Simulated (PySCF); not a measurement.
Stretching CsK⁺

Set-up: basis Cs def2-SVPD with ECP46, K def2-SVPD; scalar-relativistic core potentials; PySCF 2.14. Energies in eV from Cs⁺ + K in their ground configurations at the same level. State: ²Σ⁺ (doublet), unpaired electrons σ ↑.

```tsv
R (Å)	UHF-MP2	UHF-SCS-MP2
4.326	-0.4381	-0.4211
4.527	-0.4917	-0.4778
4.728	-0.5247	-0.5134
4.879	-0.5384	-0.5288
5.030	-0.5444	-0.5364
5.181	-0.5441	-0.5374
5.382	-0.5356	-0.5304
5.634	-0.5150	-0.5114
5.935	-0.4798	-0.4778
6.338	-0.4218	-0.4214
```

Q: Put a parabola through the three lowest points of the UHF-MP2 curve and estimate Re, k and ωe (reduced mass 30.13 u; 1 eV/Å² = 0.16022 mdyn/Å; ωe = 1302.8·√(k/μ) cm⁻¹).

A: Through R = 4.879, 5.03, 5.181 Å the second-order coefficient is 0.138 eV/Å², so Re ≈ 5.098 Å, k ≈ 0.0443 mdyn/Å and ωe ≈ 50 cm⁻¹. A polynomial fit of higher order to the unrounded UHF-MP2 energies gives Re = 5.095 Å, k = 0.0412 mdyn/Å, ωe = 48.2 cm⁻¹; anharmonicity and rounding make the difference.

The higher-order fit for each curve: UHF-MP2: Re = 5.095 Å, ωe = 48.2 cm⁻¹, De = 0.54 eV; UHF-SCS-MP2: Re = 5.130 Å, ωe = 47.8 cm⁻¹, De = 0.54 eV.

Correlated steps freeze 5 core orbitals. Correlated levels converge slowly with the basis: in double zeta they bind strong bonds too weakly, by up to about 1 eV, and carry superposition errors of some tenths. Spin–orbit coupling is left out. For an ion De counts to the pair picked by the measured ionisation energies or electron affinities, which need not be the lowest pair at this level. The state is the lowest determinant that a PBE0 search found; another state may lie lower at other levels.
